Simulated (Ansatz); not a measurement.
Worked example: Sc(CH3)F2 + C2H3Cl2F → ScF3 + C3H6Cl2

Gas-phase species: Sc(CH3)F2, singlet; C2H3Cl2F (1,1-dichloro-1-fluoroethane) `CC(F)(Cl)Cl`, singlet; ScF3 `[F][Sc]([F])[F]`, singlet; C3H6Cl2 (2,2-dichloropropane) `CC(C)(Cl)Cl`, singlet. The partners trade CH3 for F: Sc–CH3 and C–F bonds give way to Sc–F and C–CH3.

Shapes, held fixed at every level: PBE0-D4/def2-TZVP. Programs: Ansatz 0.2.0. Electronic energies: no zero-point or thermal term.

At CCSD(T)/def2-TZVPP; 1 Eh = 2625.50 kJ/mol:

| species | energy (Eh) |
| --- | --- |
| Sc(CH3)F2 | -999.576693 |
| C2H3Cl2F | -1097.067087 |
| ScF3 | -1059.576836 |
| C3H6Cl2 | -1037.176168 |

Question: Work out ΔE of the reaction at this level.

Answer: 
1. Products less reactants: (-1059.576836) + (-1037.176168) − [(-999.576693) + (-1097.067087)] = -0.109224 Eh = -286.8 kJ/mol.

Other levels give -310.4 (MP2/def2-SVP) to -278.6 kJ/mol (r2SCAN-D4/def2-TZVPP). No measured value is set beside it here. Outer-core shells of Sc are correlated, in sets that cover them unevenly.
